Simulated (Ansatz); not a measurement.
Consider the formal hydrolysis of a Zr–Cl bond: `[OH][Zr]([F])([Cl])[SeH]` + H₂O → `[OH][Zr]([OH])([F])[SeH]` + HCl.

Computed with Ansatz on PBE0-D4/def2-TZVP structures; ΔE is electronic, products minus reactants. CCSD(T)/CBS is the MP2 limit (def2-TZVPP, def2-QZVPP) plus CCSD(T) − MP2 in def2-TZVPP, frozen cores. This one scheme is used for every species. DFT in def2-TZVPP. def2 core potentials past Kr. For Se, Zr outer-core shells are correlated without core-valence functions, which leaves a few kJ/mol of doubt a bond. Scalar relativity is left out up to krypton. Each species was taken in one conformer, which may not be the lowest.

```tsv
level	ΔE (kJ/mol)
PBE-D4	33.6
r2SCAN-D4	34.4
SCS-MP2/def2-TZVPP	29.6
HF/CBS(def2)	31.8
```

**Question.** What does CCSD(T)/CBS give? (An estimate is asked.)

**Answer.** The calculation gave: +33.7 kJ/mol. The listed levels differ from it by -0.1, 0.7, -4.1, -1.9 kJ/mol.

Largest T1 diagnostic among the species: 0.016.

CCSD(T)/CBS has its own doubt, a few kJ/mol and more with outer-core shells, so smaller differences from it don't rank the levels.
